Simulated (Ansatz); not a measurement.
Born–Oppenheimer molecular dynamics of BClF2 (4 atoms, charge 0, multiplicity 1). It starts from a relaxed structure.

Method: RKS PBE-D4/def2-SVP (Ansatz 0.2.0).

- ensemble: NVT, Nosé–Hoover chain
- time step: 1 fs
- steps asked: 150
- set temperature: 300 K
- thermostat: time constant 20 fs, chain length 1
- seed: 87980

First frame:

```xyz
4
Properties=species:S:1:pos:R:3
B -0.028 0.000 -0.016
F -0.017 0.000 1.307
F 1.123 0.000 -0.668
Cl -1.546 0.000 -0.893
```

(1) How far do the bonds stretch over the last three quarters of this one trajectory? (Pairs bonded in most of those frames.)

## Answers

(1) 
```csv
bond,mean (Å),spread (Å),shortest,longest
B1–F2,1.324,0.019,1.28,1.36
B1–F3,1.326,0.014,1.30,1.35
B1–Cl4,1.762,0.024,1.71,1.81
```

Mean temperature of the second half: 269 K. The conserved energy stayed within 0.19 meV per atom of its start (net change -0.0083 meV per atom), so the integration is sound. The mean temperature of the second half is 10 % below the set value. A run of 0.15 ps of so small a system gives no equilibrium averages.

Run time: 2.2 min on 1 thread of Arm Neoverse V2, with other jobs on the host, peak memory 0.098 GiB.
